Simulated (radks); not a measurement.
The numbers below are computed, except where a source is named.
Problem. The mean radii <r> (bohr) of the occupied orbitals of an atom or ion are listed with their occupations. Code: a radial shooting solver on a logarithmic mesh with Libxc functionals. Model: scalar-relativistic Kohn-Sham, r2SCAN, spin-polarised, spherical densities, finite nucleus; meta-GGA in the generalised Kohn-Sham scheme; Fermi nuclear charge, rms radius of each element as measured or else 0.836 A^(1/3) + 0.57 fm.

orbital  occ.      <r>
1s up       1  0.05380
1s down     1  0.05373
2s up       1   0.2256
2s down     1   0.2266
2p up       1   0.1939

Name the element and its charge. Open shells, if any, are filled with parallel spins first.

Solution. Z = 28, nickel, charge +23: Ni23+ in [He] 2s2 2p1. The 1s radius gives Z: for a bare nucleus <r> = (2 gamma + 1)/(2Z) with gamma = sqrt(1 - (Z/c)^2), 0.05282 bohr for Z = 28, and screening makes it slightly larger (0.05380 here). The occupations add up to 5, and the charge is Z minus that.
